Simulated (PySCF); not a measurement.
**Electron correlation in Sb (antimony, neutral)**

[Kr] 4d10 5s2 5p3, high-spin 4S determinant. Calculation: PySCF 2.14, in aug-cc-pVTZ-PP with ECP28MDF (6s5p4d2f, 55 functions); a scalar-relativistic core potential. Frozen: 4s2 4p6 4d10; 5 electrons correlated.

MP2 pair energies summed by pair of shells (mhartree):

| pair | energy | share (%) |
| --- | --- | --- |
| 5s-5p | -39.89 | 65.1 |
| 5p-5p | -13.21 | 21.6 |
| 5s-5s | -8.14 | 13.3 |

Total MP2 correlation energy: -61.24 mhartree.

Same-spin part -16.54 and opposite-spin part -44.70 mhartree; SCS-MP2 scales them by 1/3 and 6/5 to -59.15 mhartree.
